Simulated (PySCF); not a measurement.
dibromo(dichloro)methane (CBr2Cl2), SMILES ClC(Cl)(Br)Br.

Geometry: ωB97X-D3(BJ)/def2-SVP.

The numbers are results of SMD-B3LYP/6-31G* in PySCF, not measurements.

Solvation free energies are E(SMD) − E(gas) at the gas-phase geometry, for 1 M in both phases. Bromine has the revised SMD18 radius of 2.60 Å. In vacuum the dipole moment is 0.12 D.

| solvent | ΔG(solv) (kcal/mol) | its non-electrostatic (CDS) part | dipole (D) |
|---|---|---|---|
| water | … | … | … |
| methanol | -5.0 | -4.5 | 0.14 |
| cyclohexanone | -4.6 | -4.1 | 0.14 |

Task: Some entries are withheld; supply them. (An estimate is asked for; the answer gives what the named calculation found.)

Result: 
- water, ΔG(solv) (kcal/mol): -0.6
- water, its non-electrostatic (CDS) part: 0.0
- water, dipole (D): 0.14
